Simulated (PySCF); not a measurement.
Static response to an electric field

Species: C₄H₁₂OSi₂.
Geometry (GFN2-xTB, Å), atoms numbered from 1 in this order:
```
atom  x, y, z in Å
C1     2.5604    0.2331    0.1291
C2     1.3386   -0.4921    0.6765
C3     0.1113   -0.2895   -0.2099
C4    -1.0977   -1.1044    0.2878
Si5   -2.6696   -0.2957   -0.4264
O6    -2.0842    1.2228   -0.6343
Si7   -0.4892    1.5180   -0.4064
H8     2.7860   -0.1086   -0.8789
H9     2.3778    1.3049    0.0916
H10    3.4305    0.0501    0.7562
H11    1.1241   -0.1259    1.6840
H12    1.5615   -1.5610    0.7558
H13    0.3660   -0.6595   -1.2112
H14   -1.1322   -1.0478    1.3791
H15   -0.9809   -2.1601    0.0403
H16   -3.7782   -0.1881    0.5135
H17   -3.0500   -0.7914   -1.7465
H18   -0.0201    2.1842   -1.6156
H19   -0.3640    2.3202    0.8078
```

Level: CAM-B3LYP/def2-SVPD (PySCF), static field, nuclei fixed, core orbitals frozen in the response. The polarisability tensor in these axes (au):

```
x   109.63   2.75   3.47
y     2.75  93.41  -2.81
z     3.47  -2.81  86.01
```

Task: Give the principal values, the mean and the anisotropy Δα = √{½[(α1 − α2)² + (α2 − α3)² + (α1 − α3)²]}.

Result: Principal values 84.37, 94.22 and 110.45 au; mean 96.35 au = 14.28 Å³ = 15.89 × 10⁻⁴⁰ C²·m²/J; Δα = 22.81 au (24 % of the mean).

Task: What is the dipole moment, and where does it point?

Result: (1.22, -1.37, 0.48) D, 1.90 D in size, pointing from the negative to the positive side. Measured along this direction, the outermost atoms are O6 at the negative end and H10 and H12 at the positive end.

Task: Give the eigenvalues of the traceless quadrupole moment Θ = ½Σq(3rr − r²1), origin at the centre of nuclear charge.

Result: -3.87, 0.83, 3.04 D·Å. The values depend on the origin, since the dipole doesn't vanish. The electronic extent ⟨r²⟩ about the same centre is 1294 bohr², a root-mean-square distance of 2.24 Å for the 72 electrons.

Task: Form Σ f/ω² (atomic units) for the 8 lowest TDDFT singlets, given as eV and f, and set it beside the mean polarisability, which is this sum over all singlets: 7.16, 0.0112; 7.38, 0.0092; 7.53, 0.0165; 7.59, 0.0020; 7.87, 0.0214; 8.08, 0.0114; 8.16, 0.0491; 8.24, 0.0142.

Result: They add up to 1.62 au, 1.7 % of the 96.35 au; the largest single term is 0.55 au, from the state at 8.16 eV. Terms in order: 0.16, 0.13, 0.22, 0.03, 0.26, 0.13, 0.55, 0.15 au. Higher excitations give the rest. The strengths listed sum to 0.135.

Task: Estimate the molar refractivity from the static electronic polarisability.

Result: Lorentz–Lorenz: R = (4π/3)N_A α = 2.5225 cm³/(mol·Å³) × 14.28 Å³ = 36.0 cm³/mol, in the limit of long wavelengths.

One conformer (not necessarily the lowest) at the GFN2-xTB geometry, without solvent, vibrations or thermal averaging.
